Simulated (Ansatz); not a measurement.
Species: sum formula BNH5, net charge 1, singlet state. It need not be the lowest isomer of its formula. 
Coordinates optimised at B3LYP-D3(BJ)/def2-TZVP (Ansatz, a quantum-chemistry and plane-wave program):
```
N
H 1 1.0245
H 1 1.0252 2 108.83
H 1 1.0308 2 106.19 3 -113.32
B 1 1.5510 2 113.81 4 -119.41
H 5 1.1765 1 115.79 2 24.46
H 5 1.1767 6 128.80 1 -178.13
```
Charge +1, spin multiplicity 1.

Basis-set convergence of Hartree-Fock and MP2 correlation energies (hartree) with Ansatz. Correlated levels leave the core frozen unless marked. Spin-orbit coupling is left out. Non-relativistic.

```csv
basis,functions,E(HF),"E(corr, MP2)"
aug-cc-pVDZ,91,-81.81519,-0.26415
aug-cc-pVTZ,207,___,___
```

Q: Complete the blanks.

A: 
- aug-cc-pVTZ, E(HF): -81.83870
- aug-cc-pVTZ, E(corr, MP2): -0.31947
